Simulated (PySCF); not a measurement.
One molecule, many functionals

BrH6OPSi2.
SMILES: `P[SiH2]O[SiH2]Br`

Linear-response calculations in the def2-SVPD basis (PySCF; singlets by full response, triplets Tamm–Dancoff, core orbitals frozen in the response; HF means time-dependent Hartree–Fock). 'Strongest' is the level of largest summed f among the singlets computed (10 roots, of which the last may lack a degenerate partner); it can jump between rows when another state enters that window. S1 is the lowest singlet of each run and needn't be the same state throughout; f(S1) is that of one state. One conformer (not necessarily the lowest) at the PBE0-D3(BJ)/def2-SVP geometry, without solvent, vibrations or thermal averaging. The LDA/def2-SVPD calculation is non-relativistic and has no spin–orbit coupling, an omission that weighs most on bromine.

```csv
functional,kind,S1 (eV),f(S1),strongest (eV),T1 (eV),HOMO (eV),gap (eV),"ionisation energy, ΔSCF (eV)"
LDA,LDA,5.39,0.006,6.33,5.21,-6.69,5.31,10.35
PBE,GGA,5.53,0.005,6.41,5.25,-6.61,5.46,9.68
B3LYP,"global hybrid, 20% exact exchange",6.12,0.012,6.95,5.56,-7.49,7.01,9.76
PBE0,"global hybrid, 25% exact exchange",6.23,0.014,7.11,5.56,-7.72,7.40,10.26
BHandHLYP,"global hybrid, 50% exact exchange",6.62,0.024,7.41,5.74,-8.68,9.20,9.76
CAM-B3LYP,range-separated hybrid,6.48,0.022,7.26,5.69,-8.97,9.61,9.85
LC-wPBE,range-separated hybrid,6.72,0.022,7.65,5.75,-10.32,12.01,9.91
HF,Hartree–Fock,7.00,0.029,7.92,5.63,-10.23,12.30,not settled
```

Q: What does wB97X-D (range-separated hybrid) give?

A: S1 (eV) 6.52, f(S1) 0.022, strongest (eV) 7.35, T1 (eV) 5.83, HOMO (eV) -9.53, gap (eV) 10.94, ionisation energy, ΔSCF (eV) 9.87. S1 runs from 5.39 eV (LDA) to 7.00 eV (HF), a spread of 1.61 eV, while the orbital gap spreads over 7.0 eV. Along PBE (0%), B3LYP (20%), PBE0 (25%), BHandHLYP (50%), HF (100%) S1 rises with the share of exact exchange. −ε(HOMO) comes closest to its own ΔSCF ionisation energy with wB97X-D (-0.33 eV) and misses most with LDA (-3.66 eV). 'Not settled' means that the ion's SCF failed to converge or may have ended in another state than the lowest.
